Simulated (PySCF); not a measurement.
Ti (titanium, neutral) across methods

[Ar] 3d2 4s1 4p1, one real determinant (an excited configuration). All numbers are calculated (PySCF 2.14, scalar relativity by spin-free X2C-1e, in x2c-TZVPPall with one added diffuse shell each of s, p, d, f type (7s6p5d3f1g, 80 functions)).

| method | E (hartree) | mean ε 3d α (eV) | mean ε 4s α (eV) | mean ε 4p α (eV) | Σ⟨r²⟩ (bohr²) | ⟨S²⟩ |
| --- | --- | --- | --- | --- | --- | --- |
| TPSS | -853.660 | -6.497 | -5.530 | -2.422 | 53.78 | 6.001 |
| r2SCAN | -853.599 | -6.721 | -5.747 | -2.505 | 53.47 | 6.001 |
| PBE | -853.404 | -6.289 | -5.606 | -2.462 | 54.11 | 6.000 |
| UHF | -852.70183 | -12.952 | -8.322 | -4.741 | 55.03 | 6.003 |
| B97-3 | -853.521 | -8.066 | -6.248 | -3.020 | 53.83 | 6.001 |
| wB97X | -853.622 | -10.225 | -8.167 | -4.686 | 53.83 | 6.001 |
| PBE0 | -853.440 | -8.060 | -6.357 | -3.073 | 53.81 | 6.001 |
| LDA | -851.526 | -5.956 | -5.678 | -2.440 | 53.75 | 6.000 |

⟨L²⟩ = 13.97 against 20 for a pure G term, so this real determinant mixes terms.
